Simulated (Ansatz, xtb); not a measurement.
**Relative energy of two isomers of C3H6BrClSi**

We compare X, `Cl[Si@@H]1CC[C@H]1Br`, a singlet, with Y, `Cl[C@@H]1CC[Si@@H]1Br`, a singlet. Both are isolated molecules in the gas phase, relaxed with B3LYP/def2-SVP.

Quicker runs give these differences E(Y) − E(X): GFN2-xTB −0.6 kcal/mol; HF/STO-3G +3.1 kcal/mol (at GFN2-xTB geometries); r2SCAN-D4/def2-SVP +3.3 kcal/mol (at GFN2-xTB geometries).

Q: Estimate which is lower in electronic energy at CCSD(T)/def2-SVP + ΔMP2/def2-TZVPP, and by roughly how much.

A: The CCSD(T)/def2-SVP + ΔMP2/def2-TZVPP calculation puts structure X lower, by 4.1 kcal/mol.

The same difference at several levels:

| level | geometry | E(Y) − E(X) (kcal/mol) | departure from the last row (kcal/mol) | job, with rough time for the two |
| --- | --- | --- | --- | --- |
| GFN2-xTB | GFN2-xTB | −0.6 | −4.7 | optimisation, 0.24 s |
| HF/STO-3G | GFN2-xTB | +3.1 | −1.1 | single point, 0.48 s |
| r2SCAN-D4/def2-SVP | GFN2-xTB | +3.3 | −0.8 | single point, 4.2 s |
| B3LYP/def2-SVP | B3LYP/def2-SVP | +4.4 | +0.3 | optimisation, 67 s |
| HF/def2-SVP | B3LYP/def2-SVP | +4.6 | +0.4 | part of the CCSD(T) run |
| MP2/def2-SVP | B3LYP/def2-SVP | +3.6 | −0.5 | part of the CCSD(T) run |
| CCSD(T)/def2-SVP | B3LYP/def2-SVP | +3.4 | −0.7 | single point |
| CCSD(T)/def2-SVP + ΔMP2/def2-TZVPP | B3LYP/def2-SVP | +4.1 |  | single point, 73 s |

As drawn, Y has 1 C–Cl, 1 Br–Si in place of 1 Cl–Si, 1 C–Br.

GFN2-xTB puts the two in the other order. The largest departure from CCSD(T)/def2-SVP + ΔMP2/def2-TZVPP is that of GFN2-xTB, 4.7 kcal/mol. The last row adds to CCSD(T) the change of the MP2 difference between the two basis sets, here +0.7 kcal/mol.

With thermal terms from frequencies at re-optimised GFN2-xTB minima (ideal gas, soft modes damped towards free rotors, one conformer each, 298.15 K, 1 atm): on the last row, ΔE + ΔZPE = +4.3, ΔH = +4.2, ΔG = +4.4 kcal/mol.

The correlated steps freeze 22 core orbitals; the filled d shell of Br is correlated, in a basis made for valence electrons. Programs: Ansatz 0.2.0, xtb 6.7.1; the last row on 4 threads of Arm Neoverse V1 on a shared host.
